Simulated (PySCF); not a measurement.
## Mg⁺: ionisation energy

Mg⁺ [Ne] 3s1 (2S) → Mg²⁺ [Ne] (1S), as a difference of total energies. Calculation: PySCF 2.14, in def2-TZVPPD; no relativity, point nucleus. Correlated levels: valence and next inner shell: 1s2 frozen. The calculations carry no spin-orbit coupling.

```json
{"method": "UHF", "ionisation energy (eV)": "14.712"}
{"method": "MP2 (valence and next inner shell)", "ionisation energy (eV)": "14.873"}
{"method": "SCS-MP2 (valence and next inner shell)", "ionisation energy (eV)": "14.837"}
{"method": "CCSD (valence and next inner shell)", "ionisation energy (eV)": "14.875"}
{"method": "CCSD(T) (valence and next inner shell)", "ionisation energy (eV)": "14.879"}
{"method": "CCSDT (valence and next inner shell)", "ionisation energy (eV)": "14.879"}
```

Q: How much does correlation contribute at CCSD(T) (valence and next inner shell)?

A: 14.879 − (14.712) = 0.167 eV, measured against UHF.

Errors of the correlated levels include the incompleteness of this basis and the frozen core.

For comparison: 15.035 eV (measured; NIST Atomic Spectra Database, ionization energies).
